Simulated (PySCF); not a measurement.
Ligands exchanged one at a time, Ga F-SiH3. Isolated molecules, 0 K electronic values unless said otherwise. Strings in code marks are SMILES.

Method: r2SCAN-D4/def2-TZVP run with PySCF 2.14.0. Delta-SCF ions had no search for a lower state. 

| species | dipole moment (D) | vertical ionisation energy (Delta-SCF) (eV) |
|---|---|---|
| 0 of 3 F replaced by SiH3 (`[F][Ga]([F])[F]`) | 0.00 | – |
| 1 of 3 F replaced by SiH3 | 3.55 | (withheld) |
| 2 of 3 F replaced by SiH3 | 2.11 | 9.15 |
| 3 of 3 F replaced by SiH3 (`[SiH3][Ga]([SiH3])[SiH3]`) | 0.12 | 8.88 |

What belongs in the gaps?


- 1 of 3 F replaced by SiH3, vertical ionisation energy (Delta-SCF) (eV): 11.08
